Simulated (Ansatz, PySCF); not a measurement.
C2H4F2, SMILES FCCF.

Geometry optimised at PBE-D3(BJ)/def2-SVP. One conformer was computed; it need not be the lowest.

Vertical ionisation energy (IE) and electron affinity (EA) in eV. Rows of orbital energies are one-electron estimates. Where ΔSCF, EOM or ADC give a negative EA the extra electron is unbound and the value depends on the basis.

```tsv
level	IE	EA
−ε(HOMO), −ε(LUMO), M06-2X/def2-TZVPD (PySCF)	11.26	-0.37
−ε(HOMO), −ε(LUMO), PBE/def2-TZVPD (PySCF)	7.85	0.32
ΔSCF, CAM-B3LYP/def2-SVPD (Ansatz), final states of multiplicity 2 and 2	___	___
ΔSCF, PBE/def2-SVPD (Ansatz), final states of multiplicity 2 and 2	11.64	-1.68
```

Some entries are withheld; supply them. (An estimate is asked for; the answer gives what the named calculation found.)


- ΔSCF, CAM-B3LYP/def2-SVPD (Ansatz, a quantum-chemistry and plane-wave program), final states of multiplicity 2 and 2, IE: 12.47
- ΔSCF, CAM-B3LYP/def2-SVPD (Ansatz), final states of multiplicity 2 and 2, EA: -1.88

What vertical singlet–triplet gap does ΔSCF give with CAM-B3LYP/def2-SVPD (Ansatz) and with PBE/def2-SVPD (Ansatz)? (An estimate is asked for; the answer gives what the named calculation found.)

9.19 and 8.12 eV (triplet above singlet where positive).
